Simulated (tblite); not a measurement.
Compound: C6H8F3 (doublet state).
Structure used (GFN2-xTB), in Å, numbered top down from 1:
```
atom  x, y, z in Å
C1     2.9265    0.1226    0.0680
C2     1.9971   -0.9510    0.3716
C3     0.7653   -1.2179    0.6632
C4    -0.3453   -0.1827    0.8220
F5    -1.0276   -0.4289    1.9999
C6    -1.3387   -0.2622   -0.3358
C7    -2.3704    0.8518   -0.2419
F8    -1.7856    2.0587   -0.4506
F9    -3.3078    0.7183   -1.2107
H10    3.2610    0.5972    0.9913
H11    2.4689    0.8776   -0.5791
H12    3.8069   -0.2665   -0.4470
H13    0.4213   -2.2305    0.8334
H14    0.0729    0.8264    0.9147
H15   -1.8625   -1.2191   -0.3102
H16   -0.8032   -0.1702   -1.2819
H17   -2.8857    0.8886    0.7294
```

Calculated harmonic vibrations of the isolated species, GFN2-xTB (tblite), most abundant isotopes, no scaling. Against measured fundamentals such values can be off by several per cent, at times by over 20. One conformer, not necessarily the lowest. Open shells enter through the occupations alone, without spin polarisation, and single modes of such species can be off by tens of per cent. The optimisation stopped once no atom felt more than 0.01 eV/Å.

Lowest wavenumbers of the output (negative numbers stand for imaginary wavenumbers):
```
mode    cm-1
  1     -59.2
  2      23.2
  3      45.5
  4      76.2
  5     125.8
  6     142.0
  7     233.2
  8     335.8
```

Q: Is this structure a minimum?

A: Not by this Hessian. 1 mode is imaginary beyond 20i (59i cm⁻¹), so at this level the point lies at or near a first-order saddle. The curvature is small, so loose convergence or finite differences may be the whole cause.

Q: Which atoms move in the imaginary mode?

A: 59i: H10 (hydrogen on carbon) 34 %, H12 (hydrogen on carbon) 33 %, H11 (hydrogen on carbon) 32 %. These are shares of the mass-weighted motion.

Q: What is the remedy?

A: Step along that mode in both directions, optimise again with tighter thresholds and repeat the frequencies. The zero-point energy of this point (78.0 kcal/mol) counts the 44 real modes alone, and thermal corrections from it aren't those of a minimum.

Time: 0.44 s of wall time. Hardware: Arm Neoverse V2, one thread, shared host with 96 logical CPUs at a one-minute load of 45. The figure is for the frequency step alone.
